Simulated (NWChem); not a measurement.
System: CdGeH3I; SMILES [GeH3][Cd][I]

Excerpt of the output:

```
             Northwest Computational Chemistry Package (NWChem) 7.3.0
             --------------------------------------------------------

 C3  symmetry detected

                             Geometry "geometry" -> ""
                             -------------------------

 Output coordinates in angstroms (scale by  1.889725989 to convert to a.u.)

  No.       Tag          Charge          X              Y              Z
 ---- ---------------- ---------- -------------- -------------- --------------
    1 Cd                  48.0000    -0.00000000     0.00000000    -0.35751974
    2 I                   53.0000     0.00000000     0.00000000     2.26601749
    3 Ge                  32.0000     0.00000000     0.00000000    -2.89423735
    4 H                    1.0000    -0.70212916     1.25853579    -3.44079473
    5 H                    1.0000     1.44098855    -0.02120620    -3.44079473
    6 H                    1.0000    -0.73885938    -1.23732958    -3.44079473

 Effective nuclear repulsion energy (a.u.)    1077.7573913630

      Symmetry information
      --------------------

 Group name             C3
 Group number              5
 Group order               3
 No. of unique centers     4

  xc_inp: hfexch multiplicative factor not found.

                                 NWChem DFT Module
                                 -----------------

 Summary of "ao basis" -> "ao basis" (spherical)
 ------------------------------------------------------------------------------
       Tag                 Description            Shells   Functions and Types
 ---------------- ------------------------------  ------  ---------------------
 Cd                          sto-3g                 11       27   5s4p2d
 I                           sto-3g                 11       27   5s4p2d
 Ge                          sto-3g                  8       18   4s3p1d
 H                           sto-3g                  1        1   1s

      Symmetry analysis of basis
      --------------------------

        a          31
        e+         22
        e-         22

  Rotation of axis

            General Information
            -------------------
          SCF calculation type: DFT
          Wavefunction type:  closed shell.
          No. of atoms     :     6
          No. of electrons :   136
           Alpha electrons :    68
            Beta electrons :    68
          Charge           :     0
          Spin multiplicity:     1
          Use of symmetry is: on ; symmetry adaption is: on
          Maximum number of iterations: 150
          AO basis - number of functions:    75
                     number of shells:    33
          Convergence on energy requested:  1.00D-06
          Convergence on density requested:  1.00D-05
          Convergence on gradient requested:  5.00D-04

              XC Information
              --------------
                     Hartree-Fock (Exact) Exchange  1.000

      Superposition of Atomic Density Guess
      -------------------------------------

 Sum of atomic energies:      -14315.23636369

      Non-variational initial energy
      ------------------------------

 Total energy =  -14315.172103
 1-e energy   =  -21985.698066
 2-e energy   =    6592.768572
 HOMO         =      -0.128434
 LUMO         =       0.228195

      Symmetry analysis of molecular orbitals - initial
      -------------------------------------------------

  Numbering of irreducible representations:

     1 a           2 e+          3 e-

  Orbital symmetries:

     1 a           2 a           3 a           4 a           5 a
     6 e+          7 e+          8 a           9 a          10 e+
    11 e+         12 a          13 e+         14 e+         15 a
    16 a          17 a          18 e+         19 e+         20 a
    21 a          22 e+         23 e+         24 e+         25 e+
    26 a          27 e+         28 e+         29 a          30 e+
    31 e+         32 e+         33 e+         34 a          35 a
    36 a          37 e+         38 e+         39 e+         40 e+
    41 a          42 a          43 a          44 e+         45 e+
    46 a          47 e+         48 e+         49 e+         50 e+
    51 a          52 a          53 e+         54 e+         55 a
    56 e+         57 e+         58 a          59 e+         60 e+
    61 e+         62 e+         63 e+         64 e+         65 a
    66 e+         67 e+         68 a          69 a          70 e+
    71 e+         72 a          73 e+         74 e+         75 a

     ---------------------------------------------
      Total Density - Mulliken Population Analysis
     ---------------------------------------------

    Atom       Charge   Shell Charges
 -----------   ------   -------------------------------------------------------
    1 Cd  48    47.38   2.00  2.00  6.00  2.00  5.99  2.00  5.82  1.20  0.48 10.00  9.89
    2 I   53    53.63   2.00  2.00  6.00  2.00  6.00  2.00  6.00  1.96  5.68 10.00 10.00
    3 Ge  32    31.55   2.00  2.00  6.00  2.00  5.94  1.36  2.30  9.96
    4 H    1     1.15   1.15
    5 H    1     1.15   1.15
    6 H    1     1.15   1.15

   convergence    iter        energy       DeltaE   RMS-Dens  Diis-err
 ---------------- ----- ----------------- --------- --------- ---------
 d= 0,ls=0.0,diis     1 -14315.8720236696 -1.54D+04  1.02D-02  1.21D-01
 d= 0,ls=0.0,diis     2 -14315.9203104555 -4.83D-02  2.52D-03  7.38D-03
 d= 0,ls=0.0,diis     3 -14315.9233842013 -3.07D-03  6.22D-04  3.52D-04
 d= 0,ls=0.0,diis     4 -14315.9235301443 -1.46D-04  8.94D-05  8.03D-06
 d= 0,ls=0.0,diis     5 -14315.9235337322 -3.59D-06  2.65D-05  4.54D-07
 d= 0,ls=0.0,diis     6 -14315.9235340229 -2.91D-07  7.81D-06  3.48D-08

         Total DFT energy =   -14315.923534022897
      One electron energy =   -21975.758531856412
           Coulomb energy =     6985.781274027958
    Exchange-Corr. energy =     -403.703667557415
 Nuclear repulsion energy =     1077.757391362971

 Numeric. integr. density =        0.000000000000

                  Occupations of the irreducible representations
                  ----------------------------------------------

                     irrep           alpha         beta
                     --------     --------     --------
                     a                28.0         28.0
                     e+               40.0         40.0
                     e-                0.0          0.0

                       DFT Final Molecular Orbital Analysis
                       ------------------------------------

 Vector   66  Occ=2.000000D+00  E=-2.607389D-01  Symmetry=a
              MO Center=  2.4D-14,  2.5D-13, -6.8D-01, r^2= 6.4D+00
   Bfn.  Coefficient  Atom+Function         Bfn.  Coefficient  Atom+Function
  ----- ------------  ---------------      ----- ------------  ---------------
    44      0.535354  2 I  pz                67      0.474799  3 Ge pz
    17     -0.325760  1 Cd pz                14      0.227793  1 Cd s
    13      0.194085  1 Cd pz                64      0.186779  3 Ge s
    40     -0.180415  2 I  pz                63     -0.164696  3 Ge pz
    73     -0.150666  4 H  s                 74     -0.150666  5 H  s

 Vector   67  Occ=2.000000D+00  E=-2.484875D-01  Symmetry=e+
              MO Center= -5.6D-04, -7.1D-05,  2.2D+00, r^2= 1.9D+00
   Bfn.  Coefficient  Atom+Function         Bfn.  Coefficient  Atom+Function
  ----- ------------  ---------------      ----- ------------  ---------------
    43      1.016384  2 I  py                39     -0.325962  2 I  py
    35      0.131385  2 I  py                24     -0.113617  1 Cd d -1
    16      0.112223  1 Cd py                42      0.086496  2 I  px
    12     -0.052219  1 Cd py                31     -0.051751  2 I  py
    19      0.031651  1 Cd d -1              38     -0.027740  2 I  px

 Vector   68  Occ=2.000000D+00  E=-2.484875D-01  Symmetry=e+
              MO Center=  5.6D-04,  7.1D-05,  2.2D+00, r^2= 1.9D+00
   Bfn.  Coefficient  Atom+Function         Bfn.  Coefficient  Atom+Function
  ----- ------------  ---------------      ----- ------------  ---------------
    42      1.016384  2 I  px                38     -0.325962  2 I  px
    34      0.131385  2 I  px                26      0.113617  1 Cd d  1
    15      0.112223  1 Cd px                43     -0.086496  2 I  py
    11     -0.052219  1 Cd px                30     -0.051751  2 I  px
    21     -0.031651  1 Cd d  1              39      0.027740  2 I  py

 Vector   69  Occ=0.000000D+00  E= 2.724782D-01  Symmetry=e+
              MO Center= -3.5D-03, -2.0D-02, -4.7D-01, r^2= 2.8D+00
   Bfn.  Coefficient  Atom+Function         Bfn.  Coefficient  Atom+Function
  ----- ------------  ---------------      ----- ------------  ---------------
    16      0.748957  1 Cd py                15      0.656744  1 Cd px
    12     -0.286575  1 Cd py                11     -0.251291  1 Cd px
    75      0.208841  6 H  s                 43     -0.159331  2 I  py
    42     -0.139713  2 I  px                74     -0.137627  5 H  s
    66      0.129231  3 Ge py                 8      0.119983  1 Cd py

 Vector   70  Occ=0.000000D+00  E= 2.724782D-01  Symmetry=e+
              MO Center=  3.5D-03,  2.0D-02, -4.7D-01, r^2= 2.8D+00
   Bfn.  Coefficient  Atom+Function         Bfn.  Coefficient  Atom+Function
  ----- ------------  ---------------      ----- ------------  ---------------
    15      0.748957  1 Cd px                16     -0.656744  1 Cd py
    11     -0.286575  1 Cd px                12      0.251291  1 Cd py
    73      0.200033  4 H  s                 74     -0.161690  5 H  s
    42     -0.159331  2 I  px                43      0.139713  2 I  py
    65      0.129231  3 Ge px                 7      0.119983  1 Cd px

[...]
```

Level: Hartree-Fock/STO-3G, non-relativistic. All runs use the structure optimised with PBE0/def2-SVP (def2 core potentials past Kr). No frequency run checked for a minimum.

Task: Write an input that gives this output.

Result: One answer among several that fit: the input that was run:
```
start job
memory heap 200 mb stack 900 mb global 1100 mb
geometry units angstroms noautoz
  Cd    -0.129074     0.198527    -0.000259
  I      0.501395    -2.348129    -0.000322
  Ge    -0.737509     2.661197    -0.000192
  H     -1.614042     3.007864     1.219330
  H      0.529753     3.536642     0.055537
  H     -1.520418     3.031166    -1.275285
end
basis spherical
  * library sto-3g
end
dft
  xc hfexch
  iterations 150
  mulliken
end
task dft energy
```
